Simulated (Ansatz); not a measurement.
CH5NSSi can be A, `C=N[SiH2]S`, or B, `N[SiH]1CS1`.

Program: Ansatz. Geometries: PBE0-D4/def2-TZVP. ΔE: electronic, gas phase. CCSD(T)/CBS is the MP2 limit (def2-TZVPP, def2-QZVPP) plus CCSD(T) − MP2 in def2-TZVPP, frozen cores. DFT in def2-TZVPP. One conformer a species, not always the lowest.

(1) Which isomer does CCSD(T)/CBS put lower? Give the gap. (An estimate is asked.)

(2) Give E(B) − E(A) in kcal/mol with r2SCAN-D4, CCSD(T)/def2-SVP, ωB97M-V, HF/def2-TZVPP, CCSD/def2-TZVPP, PBE-D4, CCSD(T)/def2-TZVPP. (Estimate.)

(3) Does the order hold for the free energy at 298.15 K (harmonic terms from PBE0-D4)? (Estimate.)

Largest T1 diagnostic: 0.013.

Answers

(1) The calculation gave: B, by 14.3 kcal/mol.

(2) Ansatz gave: r2SCAN-D4 -16.1, CCSD(T)/def2-SVP -5.2, ωB97M-V -14.5, HF/def2-TZVPP -5.7, CCSD/def2-TZVPP -11.8, PBE-D4 -15.6, CCSD(T)/def2-TZVPP -12.3. None reverses the order clearly.

(3) The calculation gave: Yes: G(B) − G(A) = -10.0 kcal/mol, for one conformer each.

From r2SCAN to r2SCAN0 (25 % exact exchange), in def2-TZVPP and without D4, E(B) − E(A) moves by −1.2 kcal/mol. At CCSD(T), def2-SVP lies +9.1 kcal/mol from the extrapolated value and def2-TZVPP +2.0 kcal/mol.
